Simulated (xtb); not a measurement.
Species: C$_{5}$H$_{5}$F, SMILES `C=C=C=CCF` (charge 0, multiplicity 1).

Q: Give a relaxed geometry from xtb with GFN2-xTB.

A: One answer among several that fit: the end point of this relaxation, one of several conformers (outside a Z-matrix the atoms follow the SMILES, hydrogens last).
Bond lengths (Å): C1–C2 1.307, C1–H7 1.078, C1–H8 1.078, C2–C3 1.258, C3–C4 1.311, C4–C5 1.497, C4–H9 1.082, C5–F6 1.376, C5–H10 1.099, C5–H11 1.095. Angles (°): C2–C1–H7 121.5, C2–C1–H8 121.5, H7–C1–H8 117.1, C1–C2–C3 179.0, C2–C3–C4 179.2, C3–C4–C5 123.5, C3–C4–H9 121.0, C5–C4–H9 115.4, C4–C5–F6 110.5, C4–C5–H10 110.8, C4–C5–H11 112.1, F6–C5–H10 106.1, F6–C5–H11 107.3, H10–C5–H11 109.8.
